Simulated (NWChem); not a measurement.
# PbI cation, singlet; SMILES [Pb+][I]

Computed with NWChem. Low-valent species are run as closed-shell singlets; no triplet was tried in these runs. def2 effective core potentials on I, Pb; no spin-orbit coupling. Each level has its own optimisation; frequencies are unscaled.

For level LDA (Slater exchange, VWN5)/def2-SVP:

```
Item                               Value
---------------------------------  -----
r I–Pb (Å)                         2.682
highest harmonic frequency (cm⁻¹)    206
```

How do the values read with level BLYP/def2-SVP instead?

The r I–Pb (Å) is 2.754. The highest harmonic frequency (cm⁻¹) is 188.
